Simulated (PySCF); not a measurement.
CH₅F₃GeSi.
Bonds: F1–C2, C2–F3, C2–F4, C2–Ge5, Ge5–Si6. Hydrogens: H7, H8 on Ge5; H9, H10, H11 on Si6.

Computed by this run: PySCF 2.14.0, PBE0-D3(BJ)/def2-SVP geometry optimisation, gas phase; density fitting, grid level 1; the optimiser is geomeTRIC in internal coordinates, started from a GFN2-xTB structure with every atom displaced at random (about 0.01 Å).

Step 0: E = -73628.7597 eV
```
atom  x, y, z in Å  |  force x, y, z in eV/Å
F1      2.8409   -0.3393    0.3621   -1.218   0.095  -0.062
C2      1.5348   -0.0737    0.6825    1.184   0.259   0.848
F3      1.2122   -0.9346    1.6697   -0.028   0.187  -0.297
F4      1.5542    1.1642    1.2427   -0.259  -0.551  -0.389
Ge5     0.2674   -0.2204   -0.8703    0.780   0.262   0.583
Si6    -1.9152    0.2493   -0.0912    0.389  -0.341   0.055
H7      0.9480    0.7055   -1.8504   -0.120   0.557  -0.398
H8      0.6387   -1.5805   -1.3818   -0.238  -0.798  -0.205
H9     -2.2613   -0.7284    0.9596   -0.043  -0.219   0.181
H10    -1.9411    1.5962    0.4719    0.025   0.576   0.187
H11    -2.8417    0.1360   -1.2101   -0.472  -0.026  -0.503
```

Step 1: E = -73628.9141 eV
```
atom  x, y, z in Å  |  force x, y, z in eV/Å
F1      2.8234   -0.2624    0.4678    0.006  -0.020  -0.006
C2      1.5238   -0.0825    0.7052   -0.321  -0.034  -0.142
F3      1.1657   -0.9383    1.6753    0.069  -0.010  -0.011
F4      1.3665    1.1560    1.1945    0.141   0.177   0.205
Ge5     0.3319   -0.2591   -0.9021    0.519  -0.169  -0.131
Si6    -1.8366    0.2406   -0.0793   -0.040  -0.009  -0.036
H7      0.9075    0.7476   -1.9212   -0.153   0.005   0.068
H8      0.5834   -1.6741   -1.4685   -0.182   0.069   0.077
H9     -2.1810   -0.7444    0.9842   -0.005  -0.034   0.023
H10    -1.7999    1.6133    0.4997    0.002   0.027   0.000
H11    -2.8481    0.1778   -1.1709   -0.035  -0.002  -0.047
```

Step 2: E = -73628.9321 eV
```
atom  x, y, z in Å  |  force x, y, z in eV/Å
F1      2.8276   -0.2730    0.4563    0.081  -0.025  -0.114
C2      1.5336   -0.0762    0.7116   -0.075   0.081   0.110
F3      1.1891   -0.9400    1.6789   -0.063  -0.001  -0.029
F4      1.4168    1.1606    1.2278   -0.001  -0.040   0.000
Ge5     0.3389   -0.2532   -0.8919    0.238  -0.028  -0.002
Si6    -1.8438    0.2382   -0.0899   -0.020  -0.014  -0.021
H7      0.8820    0.7546   -1.9184   -0.063   0.042   0.014
H8      0.5503   -1.6684   -1.4543   -0.079  -0.021   0.053
H9     -2.1916   -0.7481    0.9747   -0.009   0.001  -0.003
H10    -1.8203    1.6150    0.4837   -0.014   0.005   0.000
H11    -2.8458    0.1649   -1.1938    0.005  -0.001  -0.008
```

Step 3: E = -73628.9397 eV
```
atom  x, y, z in Å  |  force x, y, z in eV/Å
F1      2.8369   -0.2890    0.4279    0.005  -0.006   0.019
C2      1.5502   -0.0720    0.7180   -0.014   0.098   0.061
F3      1.2019   -0.9431    1.6770    0.024   0.029  -0.017
F4      1.4635    1.1605    1.2512    0.015  -0.149  -0.062
Ge5     0.3497   -0.2421   -0.8734   -0.042   0.052  -0.001
Si6    -1.8501    0.2368   -0.0982    0.021  -0.008  -0.001
H7      0.8582    0.7706   -1.9091    0.005   0.028  -0.013
H8      0.5206   -1.6638   -1.4233    0.004  -0.053   0.016
H9     -2.2073   -0.7490    0.9649   -0.013   0.014  -0.009
H10    -1.8533    1.6175    0.4688   -0.021  -0.005   0.002
H11    -2.8335    0.1480   -1.2192    0.018   0.000   0.005
```

Task: Estimate the geometry and energy of step 4. (The exact step hangs on the optimiser's Hessian estimate; all steps are aligned on step 3, rigid shifts and turns removed.)

Result: E = -73628.9412 eV, largest force 0.065 eV/Å
```
atom  x, y, z in Å  |  force x, y, z in eV/Å
F1      2.8429   -0.2972    0.4201    0.013  -0.013  -0.008
C2      1.5591   -0.0722    0.7188    0.025   0.045   0.039
F3      1.2136   -0.9429    1.6780   -0.007  -0.014   0.001
F4      1.4857    1.1562    1.2558   -0.009  -0.036  -0.038
Ge5     0.3499   -0.2355   -0.8670   -0.054   0.028  -0.005
Si6    -1.8547    0.2375   -0.1005    0.022   0.000   0.010
H7      0.8503    0.7794   -1.9063    0.010  -0.002   0.001
H8      0.5121   -1.6634   -1.4088    0.011  -0.012   0.008
H9     -2.2197   -0.7476    0.9600   -0.008   0.005  -0.003
H10    -1.8760    1.6187    0.4648   -0.012  -0.001   0.001
H11    -2.8265    0.1413   -1.2302    0.009  -0.001  -0.006
```

The energy changes by -0.0015 eV. The first-order estimate −F·Δx gives -0.0021 eV and the mean of the old and new forces, exact on a quadratic surface, -0.0014 eV. The step makes an angle of 79° with the force vector and moves no atom by more than 0.023 Å.

The cost below is that of the whole optimisation. On Arm Neoverse V1, one thread, no GPU, shared host with 32 logical CPUs at a one-minute load of 26, this took 2.1 min and 0.54 GiB of memory at its peak.
